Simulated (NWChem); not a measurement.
The numbers come from NWChem runs, not from measurements. System: hydrogen iodide (HI), charge 0, spin multiplicity 1, at a geometry optimised with PBE/def2-SVP with def2 effective core potentials on I. Level: TD-B3LYP/def2-SVPD with def2 effective core potentials on I, VWN1-RPA local correlation.

The NWChem input:

```
start mol
memory heap 200 mb stack 900 mb global 1100 mb
geometry units angstroms nocenter noautoz
  I      0.000000     0.000000     0.030237
  H      0.000000     0.000000    -1.602562
  symmetry group C2v
end
basis spherical
  * library def2-svpd
end
ecp
  I library def2-ecp
end
dft
  xc b3lyp
  semidirect memsize 60000000 filesize 0
  iterations 100
end
tddft
  rpa
  nroots 5
  notriplet
  thresh 1e-4
end
task tddft energy
```

Part of the output:

```
             Northwest Computational Chemistry Package (NWChem) 7.3.0
             --------------------------------------------------------

                                NWChem Input Module
                                -------------------

 Scaling coordinates for geometry "geometry" by  1.889725989
 (inverse scale =  0.529177249)

 Turning off AUTOSYM since
 SYMMETRY directive was detected!

                             Geometry "geometry" -> ""
                             -------------------------

 Output coordinates in angstroms (scale by  1.889725989 to convert to a.u.)

  No.       Tag          Charge          X              Y              Z
 ---- ---------------- ---------- -------------- -------------- --------------
    1 I                   53.0000     0.00000000     0.00000000     0.03023700
    2 H                    1.0000     0.00000000     0.00000000    -1.60256200

 Effective nuclear repulsion energy (a.u.)      17.1768810472

            Nuclear Dipole moment (a.u.)
            ----------------------------
        X                 Y               Z
 ---------------- ---------------- ----------------
     0.0000000000     0.0000000000    -0.0000018897

      Symmetry information
      --------------------

 Group name             C2v
 Group number             16
 Group order               4
 No. of unique centers     2

      Symmetry unique atoms

     1    2


 Summary of "ao basis" -> "" (spherical)
 ------------------------------------------------------------------------------
       Tag                 Description            Shells   Functions and Types
 ---------------- ------------------------------  ------  ---------------------
 *                         def2-svpd                  on all atoms

                                 NWChem DFT Module
                                 -----------------

 Summary of "ao basis" -> "ao basis" (spherical)
 ------------------------------------------------------------------------------
       Tag                 Description            Shells   Functions and Types
 ---------------- ------------------------------  ------  ---------------------
 I                         def2-svpd                13       35   5s5p3d
 H                         def2-svpd                 4        8   2s2p

 Summary of "ao basis" -> "ao basis" (spherical)
 ------------------------------------------------------------------------------
       Tag                 Description            Shells   Functions and Types
 ---------------- ------------------------------  ------  ---------------------
 I                         def2-svpd                13       35   5s5p3d
 H                         def2-svpd                 4        8   2s2p

      Symmetry analysis of basis
      --------------------------

        a1         20
        a2          3
        b1         10
        b2         10

            General Information
            -------------------
          SCF calculation type: DFT
          Wavefunction type:  closed shell.
          No. of atoms     :     2
          No. of electrons :    26
           Alpha electrons :    13
            Beta electrons :    13
          Charge           :     0
          Spin multiplicity:     1
          Use of symmetry is: off; symmetry adaption is: on
          Maximum number of iterations: 100
          AO basis - number of functions:    43
                     number of shells:    17
          Convergence on energy requested:  1.00D-06
          Convergence on density requested:  1.00D-05
[...]
    2     15       0     0.16E-01   0.47E-02        1.7
    3     25       0     0.46E-02   0.16E-03        1.7
    4     35       0     0.17E-02   0.76E-05        1.8
    5     45       4     0.38E-03   0.48E-06        2.7
    6     47       5     0.61E-04   0.30E-07        1.5
  ----  ------  ------  ---------  ---------  ---------
  Convergence criterion met

  Ground state a1       -298.395421979807 a.u.

  ----------------------------------------------------------------------------
  Root   1 singlet b2             0.191329373 a.u.                5.2063 eV
  ----------------------------------------------------------------------------
     Transition Moments    X -0.04579   Y  0.19845   Z  0.00000
     Transition Moments   XX -0.00000  XY -0.00000  XZ -0.13256
     Transition Moments   YY -0.00000  YZ  0.57449  ZZ -0.00000
     Dipole Oscillator Strength                    0.0052908477
     Electric Quadrupole                           0.0000000130
     Magnetic Dipole                               0.0000003942
     Total Oscillator Strength                     0.0052912548

          sigma_e =   2.0566 Angstrom
          sigma_h =   1.4265 Angstrom
         |d_h->e| =   0.4670 Angstrom
            d_exc =   2.5511 Angstrom
            d_CD1 =   1.0971 Angstrom
            d_CD2 =  -1.2746 Angstrom
            d_CD3 =   3.0181 Angstrom
     Pearson C.C. =  -0.0044

     Occ.   12  b1  ---  Virt.   14  a1   0.22453 X
     Occ.   13  b2  ---  Virt.   14  a1  -0.97308 X
  ----------------------------------------------------------------------------
  Root   2 singlet b1             0.191329374 a.u.                5.2063 eV
  ----------------------------------------------------------------------------
     Transition Moments    X  0.19845   Y  0.04579   Z  0.00000
     Transition Moments   XX  0.00000  XY  0.00000  XZ  0.57449
     Transition Moments   YY  0.00000  YZ  0.13256  ZZ -0.00000
     Dipole Oscillator Strength                    0.0052908395
     Electric Quadrupole                           0.0000000130
     Magnetic Dipole                               0.0000003942
     Total Oscillator Strength                     0.0052912466

          sigma_e =   2.0566 Angstrom
          sigma_h =   1.4265 Angstrom
         |d_h->e| =   0.4670 Angstrom
            d_exc =   2.5511 Angstrom
            d_CD1 =   1.0971 Angstrom
            d_CD2 =  -1.2746 Angstrom
            d_CD3 =   3.0181 Angstrom
     Pearson C.C. =  -0.0044

     Occ.   12  b1  ---  Virt.   14  a1  -0.97308 X
     Occ.   13  b2  ---  Virt.   14  a1  -0.22453 X
  ----------------------------------------------------------------------------
  Root   3 singlet b2             0.272022650 a.u.                7.4021 eV
  ----------------------------------------------------------------------------
     Transition Moments    X -0.13429   Y  0.95866   Z  0.00000
     Transition Moments   XX  0.00000  XY  0.00000  XZ  0.13005
     Transition Moments   YY  0.00000  YZ -0.92840  ZZ -0.00000
     Dipole Oscillator Strength                    0.1699362047
     Electric Quadrupole                           0.0000000942
     Magnetic Dipole                               0.0000000903
     Total Oscillator Strength                     0.1699363892

          sigma_e =   2.7866 Angstrom
          sigma_h =   1.4267 Angstrom
         |d_h->e| =   0.8344 Angstrom
            d_exc =   3.2345 Angstrom
            d_CD1 =   2.1943 Angstrom
            d_CD2 =  -1.2723 Angstrom
            d_CD3 =   4.0689 Angstrom
     Pearson C.C. =   0.0044

     Occ.   12  b1  ---  Virt.   15  a1   0.13673 X
     Occ.   12  b1  ---  Virt.   22  a2   0.09068 X
     Occ.   13  b2  ---  Virt.   15  a1  -0.97609 X
     Occ.   13  b2  ---  Virt.   16  a1  -0.10020 X
     Occ.   13  b2  ---  Virt.   21  a1  -0.09068 X
  ----------------------------------------------------------------------------
  Root   4 singlet b1             0.272022650 a.u.                7.4021 eV
  ----------------------------------------------------------------------------
     Transition Moments    X  0.95866   Y  0.13429   Z -0.00000
     Transition Moments   XX -0.00000  XY -0.00000  XZ -0.92839
     Transition Moments   YY -0.00000  YZ -0.13005  ZZ  0.00000
     Dipole Oscillator Strength                    0.1699360414
     Electric Quadrupole                           0.0000000942
     Magnetic Dipole                               0.0000000903
     Total Oscillator Strength                     0.1699362259

          sigma_e =   2.7866 Angstrom
          sigma_h =   1.4267 Angstrom
         |d_h->e| =   0.8344 Angstrom
            d_exc =   3.2345 Angstrom
            d_CD1 =   2.1943 Angstrom
            d_CD2 =  -1.2723 Angstrom
            d_CD3 =   4.0689 Angstrom
     Pearson C.C. =   0.0044

     Occ.   12  b1  ---  Virt.   15  a1  -0.97609 X
     Occ.   12  b1  ---  Virt.   16  a1  -0.10020 X
     Occ.   12  b1  ---  Virt.   21  a1   0.09068 X
     Occ.   13  b2  ---  Virt.   15  a1  -0.13673 X
     Occ.   13  b2  ---  Virt.   22  a2   0.09068 X
  ----------------------------------------------------------------------------
  Root   5 singlet b2             0.282835958 a.u.                7.6964 eV
  ----------------------------------------------------------------------------
     Transition Moments    X -0.00000   Y  0.39073   Z -0.00000
     Transition Moments   XX -0.00000  XY -0.00000  XZ -0.00001
     Transition Moments   YY -0.00000  YZ  1.53981  ZZ -0.00000
     Dipole Oscillator Strength                    0.0287873578
     Electric Quadrupole                           0.0000002857
     Magnetic Dipole                               0.0000000005
     Total Oscillator Strength                     0.0287876440

          sigma_e =   3.4462 Angstrom
          sigma_h =   1.4266 Angstrom
         |d_h->e| =   0.9353 Angstrom
            d_exc =   3.8433 Angstrom
            d_CD1 =   2.9550 Angstrom
            d_CD2 =  -1.5010 Angstrom
            d_CD3 =   4.7786 Angstrom
     Pearson C.C. =   0.0016

     Occ.   13  b2  ---  Virt.   15  a1   0.10547 X
     Occ.   13  b2  ---  Virt.   16  a1  -0.99369 X

              Target root =      1
          Target symmetry = none
      Ground state energy =   -298.395421979807
        Excitation energy =      0.191329373464
     Excited state energy =   -298.204092606343

  stored tddft:energy   -298.20409260634324

 Task  times  cpu:       12.5s     wall:       12.5s

 Total times  cpu:       12.7s     wall:       12.7s
```
